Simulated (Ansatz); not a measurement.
The cluster CrO3⁺. Total charge 1; sextet. Geometry r2SCAN-D4/def2-TZVP; atoms count from 1.

Cartesian coordinates in Å:
```
Cr 1.0096 0.5196 -0.3274
O 0.5309 1.1453 -1.6856
O -1.3439 -1.0150 0.9957
O -0.1966 -0.6499 1.0173
```

The structure holds one bond between oxygen atoms, so isomers without such links may lie far lower. The charge 1 sextet is spin-contaminated (final ⟨S²⟩ up to 9.01, 8.75 for a pure state). At PBE0-D4/def2-TZVP a doublet of charge 1 lies 0.83 eV below the sextet, each at its own geometry. The structure comes from a short search, and lower isomers may exist.

Question: Estimate the Mulliken populations from the PBE0/def2-TZVP orbitals of Ansatz.

Answer: 
| atom | charge (e) | spin (α − β) | d electrons |
| --- | --- | --- | --- |
| Cr1 | 1.26 | 3.54 | 4.41 |
| O2 | -0.40 | -0.50 | – |
| O3 | 0.22 | 1.20 | – |
| O4 | -0.08 | 0.76 | – |
Mulliken values depend strongly on the basis.

Question: Where does the spin sit?

Answer: Summed by element: Cr 3.54, O 1.46, of 5 unpaired in all. Largest on single atoms: Cr1 3.54, O3 1.20, O4 0.76.

Question: And the Mayer bond orders between heavy atoms (over 0.3)?

Answer: Cr1–O2 2.10 (1.57 Å); O3–O4 1.79 (1.20 Å).
